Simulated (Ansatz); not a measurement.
Species: C₉H₆BNS, SMILES `Bc1cc(C#N)cc2sccc12` (charge 0, multiplicity 1).

**Question.** Give a relaxed geometry from r2SCAN-D4/def2-SVP (Ansatz, an electronic-structure program).

**Answer.** Several could match; the one computed here: the end point of this relaxation, one of several conformers (outside a Z-matrix the atoms follow the SMILES, hydrogens last).
Bond lengths (Å): B1–C2 1.542, B1–H13 1.207, B1–H14 1.207, C2–C3 1.404, C2–C12 1.431, C3–C4 1.414, C3–H15 1.093, C4–C5 1.430, C4–C7 1.406, C5–N6 1.166, C7–C8 1.393, C7–H16 1.093, C8–S9 1.744, C8–C12 1.426, S9–C10 1.732, C10–C11 1.369, C10–H17 1.091, C11–C12 1.432, C11–H18 1.090. Angles (°): C2–B1–H13 119.0, C2–B1–H14 121.7, H13–B1–H14 119.3, B1–C2–C3 119.2, B1–C2–C12 123.4, C3–C2–C12 117.4, C2–C3–C4 122.4, C2–C3–H15 119.1, C4–C3–H15 118.5, C3–C4–C5 120.1, C3–C4–C7 120.2, C5–C4–C7 119.7, C4–C5–N6 179.8, C4–C7–C8 118.4, C4–C7–H16 120.1, C8–C7–H16 121.5, C7–C8–S9 126.1, C7–C8–C12 122.1, S9–C8–C12 111.7, C8–S9–C10 90.8, S9–C10–C11 113.6, S9–C10–H17 119.0, C11–C10–H17 127.4, C10–C11–C12 112.7, C10–C11–H18 123.3, C12–C11–H18 123.9, C2–C12–C8 119.5, C2–C12–C11 129.4, C8–C12–C11 111.1.
